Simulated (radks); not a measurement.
Q: Species: Pm. Configuration: [Xe] 4f3 5d1 6s2 6p1 (not the ground configuration). All-electron calculation, Dirac Kohn-Sham, PBE, spin-unpolarised, spherical densities, finite nucleus; open shells fill j = l - 1/2 first; Fermi nuclear charge, rms radius 4.962 fm. Program: a radial shooting solver on a logarithmic mesh with Libxc functionals.

Spin-orbit splittings of the eigenvalues, e(l+1/2) - e(l-1/2), with zeta = 2 splitting/(2l+1) and mean radii in bohr:

shell  occ.  splitting (eV)  zeta (eV)  <r> j=l-1/2  <r> j=l+1/2
2p        6           560.1      373.4      0.08245      0.08897
3p        6           112.6      75.05       0.2498       0.2624
3d       10           24.38      9.752       0.2340       0.2379
4p        6           24.87      16.58       0.6052       0.6331
4d       10           4.473      1.789       0.6748       0.6845
4f        3               ?          ?       0.8846       0.8930
5p        6           3.827      2.552        1.538        1.618
5d        1          0.3470     0.1388        2.381        2.434
6p        1          0.3068     0.2046        4.814        5.092

Estimate the 4f splitting.

A: 0.5739 eV (zeta = 0.1640 eV).
